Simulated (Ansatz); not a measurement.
(CaSe)n: PBE0-D4/def2-SVP single points in Ansatz on relaxed structures, gas phase. Each cluster is the lowest isomer that a short search found in that spin, judged at the geometry's level, and lower ones may exist. Binding counts from free atoms in the multiplicity of their measured ground term, without zero-point energy. Singlets are spin-restricted. The structures are stationary points that may keep the symmetry of their start.

Estimate the order by gap (eV), lowest first.
A. Ca3Se3 (singlet)
B. Ca4Se4 (singlet)
C. Ca2Se2 (singlet)

A (3.32), C (3.49), B (4.49).

In full:

| species | atoms | state | geometry | HOMO (eV) | LUMO (eV) | gap (eV) | binding per atom (eV) | point group (within 0.1 Å) |
| --- | --- | --- | --- | --- | --- | --- | --- | --- |
| Ca2Se2 | 4 | singlet | PBE0-D4/def2-SVP | -5.12 | -1.63 | 3.49 | 2.82 | D2h |
| Ca3Se3 | 6 | singlet | PBE0-D4/def2-SVP | -5.15 | -1.83 | 3.32 | 3.06 | Cs |
| Ca4Se4 | 8 | singlet | PBE0-D4/def2-SVP | -5.80 | -1.31 | 4.49 | 3.53 | Td |

The gap (eV) runs from 3.32 (Ca3Se3) to 4.49 (Ca4Se4). The binding per atom (eV) runs from 2.82 (Ca2Se2) to 3.53 (Ca4Se4).
